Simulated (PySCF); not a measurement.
Gas-phase reaction: SbCl₅ + 5 F → SbF₅ + 5 Cl

Computed with PySCF and rigid-rotor harmonic-oscillator thermochemistry at 1 bar. † marks an energy on the PBE0/def2-TZVP geometry and frequencies; other levels use their own. MP2 and CCSD(T) freeze the core. Open shells (unrestricted): F (multiplicity 2, electronic degeneracy 6), Cl (multiplicity 2, electronic degeneracy 6); the rest are closed-shell singlets. Spin-orbit splitting is ignored; it lowers the true energy and changes the entropy of F, Cl. Sb: scalar-relativistic def2 core potential, no spin-orbit coupling. MP2 isn't extrapolated to the basis-set limit; its ΔH°(298 K) is -662.7 kJ in def2-SVP and -675.0 kJ in def2-TZVPP. CCSD(T) isn't extrapolated to the basis-set limit. The harmonic model lacks anharmonicity and excited electronic states, which grow with temperature; levels with a mode under 35 cm⁻¹ are left out. Soft modes under 120 cm⁻¹ make the harmonic entropy rough for SbCl₅, SbF₅.

| level | ΔE electronic, kJ | ΔH°(298 K), kJ | ΔS°(298 K), J/K | ΔG°(1600 K), kJ |
|---|---|---|---|---|
| BLYP/def2-TZVP† | -728 | -720 | -20 | -675 |
| CCSD(T)/def2-SVP† | -590 | -583 | -20 | -538 |
| MP2/def2-SVP† | -671 | -663 | -20 | -618 |
| PBE/def2-SVP | -629 | -622 | -19 | -582 |
| PBE/def2-TZVP† | -668 | -660 | -20 | -616 |
| PBE0/def2-SVP† | -511 | -503 | -20 | -459 |
| r2SCAN/def2-TZVP† | -620 | -612 | -20 | -568 |
ΔH° is lowest at BLYP/def2-TZVP† and highest at PBE0/def2-SVP†. No reference value is set beside these.
